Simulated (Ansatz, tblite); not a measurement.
Removing an electron: [GeMe3]- (C3H9Ge⁻). Charge -1, multiplicity 1. Geometry: B3LYP-D4/def2-SVPD. Ansatz, gas phase; energy differences of separate SCF runs; the oxidised species was run as a doublet alone.

```xyz
13

Ge    0.549    0.107    1.005
C    -0.367   -1.661    0.447
H     0.359   -2.492    0.412
H    -0.832   -1.573   -0.555
H    -1.159   -1.940    1.164
C     1.520    0.377   -0.801
H     0.826    0.241   -1.653
H     2.346   -0.346   -0.918
H     1.951    1.390   -0.872
C    -1.066    1.301    0.513
H    -0.780    2.367    0.500
H    -1.884    1.185    1.245
H    -1.465    1.044   -0.487
```

The xTB rows come from tblite. LC-ωPBE has ω = 0.4 bohr⁻¹. HSE06 is defined as in plane-wave codes, on full-range PBE exchange. Correlated methods freeze 12 core orbitals; core or outer-core shells of Ge are correlated, in sets that lack core-valence functions.

```json
{"level": "GFN2-xTB", "−HOMO (eV)": "3.33", "vertical IE (eV)": "6.32", "−LUMO (eV)": "-2.82", "HOMO–LUMO gap (eV)": "6.15", "remarks": "–"}
{"level": "PBE-D4/def2-TZVPD", "−HOMO (eV)": "-0.84", "vertical IE (eV)": "1.75", "−LUMO (eV)": "-3.46", "HOMO–LUMO gap (eV)": "2.62", "remarks": "HOMO above zero (-1 singlet)"}
{"level": "r2SCAN-D4/def2-TZVPD", "−HOMO (eV)": "-0.74", "vertical IE (eV)": "1.67", "−LUMO (eV)": "-4.07", "HOMO–LUMO gap (eV)": "3.33", "remarks": "HOMO above zero (-1 singlet)"}
{"level": "PBE0-D4/def2-TZVPD", "−HOMO (eV)": "-0.02", "vertical IE (eV)": "1.71", "−LUMO (eV)": "-4.03", "HOMO–LUMO gap (eV)": "4.01", "remarks": "HOMO above zero (-1 singlet)"}
{"level": "r2SCAN0-D4/def2-TZVPD", "−HOMO (eV)": "0.07", "vertical IE (eV)": "1.67", "−LUMO (eV)": "-4.41", "HOMO–LUMO gap (eV)": "4.48", "remarks": "–"}
{"level": "HSE06-D4/def2-TZVPD", "−HOMO (eV)": "-0.40", "vertical IE (eV)": "1.70", "−LUMO (eV)": "-3.70", "HOMO–LUMO gap (eV)": "3.30", "remarks": "HOMO above zero (-1 singlet)"}
{"level": "LC-ωPBE/def2-TZVPD", "−HOMO (eV)": "2.24", "vertical IE (eV)": "1.68", "−LUMO (eV)": "-5.50", "HOMO–LUMO gap (eV)": "7.74", "remarks": "–"}
{"level": "ωB97M-V/def2-TZVPD", "−HOMO (eV)": "1.98", "vertical IE (eV)": "1.78", "−LUMO (eV)": "-4.85", "HOMO–LUMO gap (eV)": "6.84", "remarks": "–"}
{"level": "B2PLYP/def2-TZVPD", "−HOMO (eV)": "–", "vertical IE (eV)": "1.74", "−LUMO (eV)": "–", "HOMO–LUMO gap (eV)": "–", "remarks": "–"}
```

  A HOMO above zero means that the electron is unbound at that level or that self-interaction error raises the level; the energy of removing that electron tells which. Raw xTB energy differences between charge states are shifted by several eV; the methods need an empirical correction for them.
